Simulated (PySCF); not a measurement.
C₃H₇ClSi, SMILES Cl[SiH2]CC=C, GFN2-xTB optimised geometry.

```
12

C      1.94    -1.31    -1.03
C      1.19    -0.98     0.00
C     -0.30    -0.98     0.00
Si    -1.00     0.80     0.00
Cl    -3.02     0.68     0.01
H      1.51    -1.63    -1.97
H      3.02    -1.28    -0.99
H      1.65    -0.66     0.92
H     -0.67    -1.52    -0.87
H     -0.66    -1.50     0.89
H     -0.58     1.51    -1.20
H     -0.58     1.52     1.20
```

Density from CAM-B3LYP/def2-TZVP (PySCF) at that geometry.

Minimum of the electron density along straight lines between bonded atoms, close to the bond critical point (lines longer than 1.1 times the sum of covalent radii, or with two minima, are not listed):

```json
[
 {"bond": "C1–C2", "length / Å": "1.320", "ρ at the minimum / e bohr⁻³": "0.363", "∇²ρ there / e bohr⁻⁵": "-1.14", "position (fraction from the first atom)": "0.49"},
 {"bond": "C2–C3", "length / Å": "1.489", "ρ at the minimum / e bohr⁻³": "0.263", "∇²ρ there / e bohr⁻⁵": "-0.69", "position (fraction from the first atom)": "0.51"},
 {"bond": "C3–Si4", "length / Å": "1.909", "ρ at the minimum / e bohr⁻³": "0.119", "∇²ρ there / e bohr⁻⁵": "0.10", "position (fraction from the first atom)": "0.61"},
 {"bond": "Si4–Cl5", "length / Å": "2.020", "ρ at the minimum / e bohr⁻³": "0.104", "∇²ρ there / e bohr⁻⁵": "0.27", "position (fraction from the first atom)": "0.37"},
 {"bond": "C1–H6", "length / Å": "1.078", "ρ at the minimum / e bohr⁻³": "0.287", "∇²ρ there / e bohr⁻⁵": "-1.03", "position (fraction from the first atom)": "0.64"},
 {"bond": "C1–H7", "length / Å": "1.076", "ρ at the minimum / e bohr⁻³": "0.289", "∇²ρ there / e bohr⁻⁵": "-1.04", "position (fraction from the first atom)": "0.65"},
 {"bond": "C2–H8", "length / Å": "1.082", "ρ at the minimum / e bohr⁻³": "0.288", "∇²ρ there / e bohr⁻⁵": "-1.03", "position (fraction from the first atom)": "0.65"},
 {"bond": "C3–H9", "length / Å": "1.092", "ρ at the minimum / e bohr⁻³": "0.276", "∇²ρ there / e bohr⁻⁵": "-0.93", "position (fraction from the first atom)": "0.64"},
 {"bond": "C3–H10", "length / Å": "1.093", "ρ at the minimum / e bohr⁻³": "0.274", "∇²ρ there / e bohr⁻⁵": "-0.92", "position (fraction from the first atom)": "0.64"},
 {"bond": "Si4–H11", "length / Å": "1.460", "ρ at the minimum / e bohr⁻³": "0.129", "∇²ρ there / e bohr⁻⁵": "0.16", "position (fraction from the first atom)": "0.49"},
 {"bond": "Si4–H12", "length / Å": "1.462", "ρ at the minimum / e bohr⁻³": "0.129", "∇²ρ there / e bohr⁻⁵": "0.16", "position (fraction from the first atom)": "0.49"}
]
```
